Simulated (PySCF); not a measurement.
A run for PySCF: R-HF/STO-3G on C2H3N (SMILES CC#N).

```python
from pyscf import gto, scf, dft, mp
from pyscf.data.elements import chemcore

mol = gto.M(
    atom='''
    C    -0.20969189    0.42775574    4.86402029
    C    -0.02030669    0.22427232    3.43915778
    N     0.12916952    0.06362573    2.31424087
    H    -1.22221563    0.14162215    5.14890445
    H     0.50163771   -0.17950037    5.42391911
    H    -0.05395055    1.47740773    5.11344393
    ''',
    basis='sto-3g',
    charge=0, spin=0, verbose=3, max_memory=1800)
mf = scf.RHF(mol)
mf.conv_tol = 1e-8
mf.max_cycle = 100
mf.kernel()
if not mf.converged:
    mf = mf.newton().run(mf.mo_coeff, mf.mo_occ)
```

Q: What total energy does the run end on?

A: -130.2704 hartree.
